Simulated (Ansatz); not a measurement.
Input for Ansatz (a quantum-chemistry and plane-wave program): R-CCSD(T)/def2-TZVPP on CdH3N (SMILES [NH2][CdH]), a point of a bond scan (R = 1.013 Å). Elements past Kr take the def2 small-core potentials; no spin–orbit coupling.

Ansatz 0.2 input:
```yaml
crystal:
  periodic: [false, false, false]
  atoms:
    - {symbol: Cd, position_ang: [-0.19315055, -0.04077904, -0.22746535]}
    - {symbol: H, position_ang: [-1.20927786, -0.23635281, -1.52039316]}
    - {symbol: N, position_ang: [1.16167798, 0.26842501, 1.25041043]}
    - {symbol: H, position_ang: [1.49906634, -0.57553431, 1.69861765]}
    - {symbol: H, position_ang: [0.84969212, 0.89030603, 1.98723929]}
basis:
  gaussian:
    orbitals: def2-TZVPP
    pivot_positions_ang: [[-0.19315055, -0.04077904, -0.22746535], [-1.20927786, -0.23635281, -1.52039316], [1.16167798, 0.26842501, 1.25041043], [1.49906634, -0.57553431, 1.69861765], [0.84969212, 0.89030603, 1.98723929]]
magnetization: {spin_polarized: false}
correlation: {method: ccsd_t, electrons: outside_noble_gas}
scf: {lower_state_search: off}
output: {orbitals: {seedname: ./end}}
```

Task: Give the final energy of this run.

Result: -223.7464 hartree (reference determinant -223.0562, T1 diagnostic 0.015).

Task: How many basis functions does it have, and what does it roughly cost on one machine?

Result: 129 functions; very roughly 12 core-seconds.
